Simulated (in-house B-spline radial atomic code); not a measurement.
A calculation on Sm⁺: its settings, and results tabulated from the run. Level of theory: Dirac-Hartree-Fock, average of configuration, Fermi nucleus of rms radius 5.0819 fm, inside a hard spherical wall at 9.69 bohr; calculated with a radial B-spline atomic code at the basis-set limit.

Command:
```bash
python run_scf.py task.json out
```
Settings (nuclear radius in fm, mass in u):
```
Z                62
configuration    [Xe] 4f6 6s1
hamiltonian      dirac
method           hf
spin_polarised   False
nucleus          fermi
rms_radius       5.0819
atomic_mass      151.91974
speed_of_light   137.035999084
wall_radius      9.69
```

Output (hartree, bohr):
```
 radial grid: 65 intervals, B-splines of order 8, outer radius 9.69 bohr

 iter        energy (Eh)    residual
    1      -10406.095331    6.23e-01
    2      -10412.939041    7.88e-01
    3      -10428.081441    1.71e-01
    4      -10428.881595    4.84e-02
    5      -10428.970086    1.40e-02
    6      -10428.974109    2.28e-03
    7      -10428.974236    2.79e-04
    8      -10428.974243    5.52e-04
    9      -10428.974251    6.44e-05
   10      -10428.974251    2.76e-06
   11      -10428.974251    2.04e-07

 total energy                    -10428.97425
 kinetic                           11305.8808
 electron-nucleus                 -25546.6264
 electron-electron                  3811.7714

 first-order corrections (not in the total)
   Gaunt                            10.3885
   retardation                      -1.0895
   frequency dependence             -0.1337
   self-energy                       7.2291
   Uehling                          -1.1321
   Wichmann-Kroll                    0.0339

 orbital      occ     eigenvalue          <r>       <r^2>       <1/r>       <r^4>       r_max    small
 1s1/2      2.000     -1731.4179    0.0227385 0.000704663     68.8101 1.31845e-06     0.01449  5.31e-02
 2s1/2      2.000      -287.3231    0.0963977   0.0110313     16.3729 0.000211145     0.08223  1.17e-02
 2p1/2      2.000      -271.6555    0.0808206  0.00806751     16.3106 0.000132373     0.06244  1.17e-02
 2p3/2      4.000      -249.4364     0.087403   0.0093036     14.5506  0.00017046     0.06804  1.09e-02
 3s1/2      2.000       -64.9249     0.253586   0.0736195     5.96918  0.00821247      0.2333  3.69e-03
 3p1/2      2.000       -58.1695     0.243652   0.0690295     5.87162  0.00756298      0.2207  3.62e-03
 3p3/2      4.000       -53.5745     0.256125   0.0760834      5.4319  0.00913531      0.2325  3.40e-03
 3d3/2      4.000       -42.0156     0.228204   0.0613132     5.29052  0.00673372      0.1857  3.26e-03
 3d5/2      6.000       -41.0305     0.232116   0.0632971     5.17998  0.00713792      0.1891  3.20e-03
 4s1/2      2.000       -13.8882     0.579373    0.378557     2.45985    0.208142      0.5395  1.13e-03
 4p1/2      2.000       -11.2242     0.594598    0.401927     2.35112    0.241571      0.5462  1.06e-03
 4p3/2      4.000       -10.2084     0.621764    0.439338     2.21156    0.288755      0.5707  9.88e-04
 4d3/2      4.000        -5.7723     0.667023    0.516171     1.98411     0.43661      0.5841  8.24e-04
 4d5/2      6.000        -5.5879     0.677318    0.532064     1.94724    0.463969      0.5926  8.03e-04
 5s1/2      2.000        -2.1870      1.43625        2.32    0.915435     8.02629       1.276  2.19e-04
 5p1/2      2.000        -1.3829      1.61168     2.94676     0.80885     13.4926       1.395  1.76e-04
 5p3/2      4.000        -1.2442      1.70243     3.28944    0.758861     16.8822       1.468  1.57e-04
 4f5/2      2.571        -0.6385     0.944369     1.17411     1.39887     3.92329      0.6179  4.50e-04
 4f7/2      3.429        -0.6186     0.957368      1.2102     1.38281     4.21524      0.6235  4.42e-04
 6s1/2      1.000        -0.3772      4.07629     18.4369    0.301317     479.153       3.632  2.55e-05
```

Run time, properties included: 2.1 s on 1 thread of Arm Neoverse N1 (shared host).

For the Dirac Hamiltonian the kinetic term is c α·p + (β - 1)c².
